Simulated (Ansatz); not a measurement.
Mulliken charges of CH4Br2Si (`BrC[SiH2]Br`) from r2SCAN/def2-TZVPP in Ansatz (PBE0-D4/def2-TZVP geometry).

```tsv
atom	x (Å)	y (Å)	z (Å)	charge (e)
Br1	-0.349	2.219	0.790	-0.126
C2	-0.836	0.426	0.206	-0.179
Si3	0.770	-0.434	-0.211	0.393
Br4	0.298	-2.501	-0.889	-0.234
H5	-1.374	-0.047	1.025	0.119
H6	-1.498	0.533	-0.651	0.119
H7	1.627	-0.525	0.990	-0.046
H8	1.454	0.271	-1.316	-0.046
```

Question: By hand: the dipole of these point charges (1 e Å = 4.8032 D).

Answer: Σ q r = (-0.057, 0.128, 0.048) e Å, of length 0.148 e Å = 0.71 D.

Question: How does the dipole of the full density compare? (Best estimate.)

Answer: Ansatz gave: (-0.123, 0.005, 0.010) e Å, 0.59 D; the point charges give 1.20 times that, at 64° from its direction.

Point charges leave out the atoms' own dipoles, such as those of lone pairs, and Mulliken's split depends on the basis, so the two needn't agree.
